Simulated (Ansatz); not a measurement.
AlCl, charge -1, doublet, geometry from GFN2-xTB (such geometries of metal compounds can be far from the true shape) (a state made from the parent by changing its charge; the spin is typed, not shown lowest) (a gas-phase anion, which may not be bound at this level).

Here is a job for Ansatz (a quantum-chemistry and plane-wave program).
Ansatz 0.2 input:
```yaml
crystal:
  periodic: [false, false, false]
  atoms:
    - {symbol: Al, position_ang: [-0.00000000, -0.00000000, -1.40501930]}
    - {symbol: Cl, position_ang: [0.00000000, 0.00000000, 1.07442652]}
basis:
  gaussian:
    orbitals: 6-31G*
total_charge: -1
magnetization: {spin_polarized: true, initial_magnetization: 1}
correlation: {method: mp2}
```

Q: Give the MP2 correlation energy at the level Ansatz with MP2/6-31G*.

A: -0.1660 Eh

Q: Estimate the SCF-reference <S^2> that MP2/6-31G* returns for this input.

A: 0.765

A gas-phase anion may not be bound at this level; its values then depend on the basis.
